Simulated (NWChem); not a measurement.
# CH3Si, doublet; SMILES C=[SiH]

```xyz
5

C      0.0083     1.1033     0.0000
Si    -0.0927    -0.6075     0.0000
H     -0.8687     1.7561     0.0000
H      0.9841     1.6048     0.0000
H      1.1332    -1.4764     0.0000
```
Atoms are numbered in this order, from 1.

All runs: NWChem. Spin-unrestricted. The geometry was optimised at PBE0/def2-SVP, spin-unrestricted. No stability test was run on the SCF state.

Order these runs by computing time, cheapest first, and give rough ratios: CAM-B3LYP/def2-TZVP; CAM-B3LYP/def2-SVPD; CAM-B3LYP/def2-SVP.

CAM-B3LYP/def2-SVP (1), CAM-B3LYP/def2-SVPD (3), CAM-B3LYP/def2-TZVP (10). Ratios are rough, from one shared machine; the cheapest took about 9 core-seconds (a rough figure). What differs between the cheapest and the dearest: highest occupied level (eV) -7.72 → -7.81; lowest empty minus highest occupied level, either spin (eV) 5.57 → 5.54; dipole (D) 0.62 → 0.79.
